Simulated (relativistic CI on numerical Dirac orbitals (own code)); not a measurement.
W28+: sensitivity of the levels to the model

Base calculation: Dirac-Coulomb-Breit CI, orbitals from a KLI potential per configuration, a model potential for QED, unscaled Slater integrals.

Configuration list (outside the closed core [Ar] 3d10): 4s²4p⁶4d¹⁰, 4s²4p⁶4d⁹4f, 4s²4p⁵4d¹⁰4f, 4s4p⁶4d¹⁰4f, 4s²4p⁶4d⁹5s, 4s²4p⁶4d⁹5p, 4s²4p⁶4d⁹5d, 4s²4p⁵4d¹⁰5s, 4p⁶4d¹⁰4f², 4p⁶4d⁹4f³, 4p⁵4d¹⁰4f³, 4p⁶4d⁹4f²5s, 4p⁶4d⁹4f²5p, 4p⁶4d⁹4f²5d. Double excitations out of closed p, d and f shells are left out; levels of such configurations are missing from the list, as are those of other unlisted configurations, and high levels can miss mixing partners. These lack a partner that the ground configuration has and come out too high: 4s²4p⁵4d¹⁰5s.

The lowest level and the first level of each name with at least 55 % of one term (blank where a level has no safe partner in the second run):

| Level | Base (cm⁻¹) | Shift (cm⁻¹) |
| --- | --- | --- |
| 4s²4p⁶4d¹⁰ ¹S0 | 0 | 0 |
| 4s²4p⁶4d⁹4f ³P°0 | 1531967 | -1221 |
| 4s²4p⁶4d⁹4f ³P°1 | 1549412 | -18666 |
| 4s²4p⁶4d⁹4f ³P°2 | 1583091 | -52345 |
| 4s²4p⁶4d⁹4f ³H°5 | 1588449 | -14589 |
| 4s²4p⁶4d⁹4f ³H°6 | 1603669 | -29809 |
| 4s²4p⁶4d⁹4f ³F°3 | 1612604 |  |
| 4s²4p⁶4d⁹4f ³F°4 | 1642099 | -37926 |
| 4s²4p⁶4d⁹4f ³G°5 | 1656609 |  |
| 4s²4p⁶4d⁹4f ³D°1 | 1670223 | -66392 |
| 4s²4p⁶4d⁹4f ³H°4 | 1714696 |  |
| 4s²4p⁶4d⁹4f ³G°3 | 1765353 | -132964 |
| 4s²4p⁶4d⁹4f ¹F°3 | 1784656 | -117958 |
| 4s²4p⁶4d⁹4f ¹P°1 | 2082113 | -80209 |

At this charge energies of transitions that change n are usually good to better than 1 %, and those within a shell (Δn = 0) to a few per cent.

Question: One thing was changed in a second run, which moved the levels as shown. Which?
A. non-relativistic limit
B. QED terms removed
C. configuration mixing switched off
D. Breit term removed

Answer: A. Non-relativistic limit. Without relativity the fine structure collapses and s electrons lose their extra binding.

LS names give the leading component of a level, which can be under half, so a name can repeat, a term be missing and a line seem to break the LS rules.
